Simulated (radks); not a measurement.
Values are calculated unless marked as measured or tabulated.
Task: The mean radii <r> (bohr) of the occupied orbitals of an atom or ion are listed with their occupations. Code: a radial shooting solver on a logarithmic mesh with Libxc functionals. Model: non-relativistic Kohn-Sham, Tao-Mo meta-GGA, spin-polarised, spherical densities, point nucleus; meta-GGA in the generalised Kohn-Sham scheme.

| orbital | occ. | <r> |
|---|---|---|
| 1s down | 1 | 0.01966 |
| 1s up | 1 | 0.01966 |
| 2s up | 1 | 0.08291 |
| 2s down | 1 | 0.08291 |
| 2p up | 3 | 0.07012 |
| 2p down | 3 | 0.07012 |
| 3s up | 1 | 0.2097 |
| 3s down | 1 | 0.2097 |
| 3p up | 3 | 0.2001 |
| 3p down | 3 | 0.2001 |
| 3d up | 5 | 0.1750 |
| 3d down | 5 | 0.1750 |
| 4s up | 1 | 0.4641 |
| 4s down | 1 | 0.4641 |
| 4p up | 3 | 0.4695 |
| 4p down | 3 | 0.4695 |
| 4d up | 5 | 0.4808 |
| 4d down | 5 | 0.4806 |
| 5s up | 1 | 1.073 |
| 5s down | 1 | 1.065 |
| 4f up | 7 | 0.5217 |
| 4f down | 7 | 0.5188 |
| 5p up | 3 | 1.161 |
| 5p down | 3 | 1.152 |
| 5d up | 5 | 1.452 |

Name the element and its charge. Open shells, if any, are filled with parallel spins first.

Result: Z = 77, iridium, charge +4: Ir4+ in [Xe] 4f14 5d5. The 1s radius gives Z: for a bare nucleus <r> = 1.5/Z, 0.01948 bohr for Z = 77, and screening makes it slightly larger (0.01966 here). The occupations add up to 73, and the charge is Z minus that.
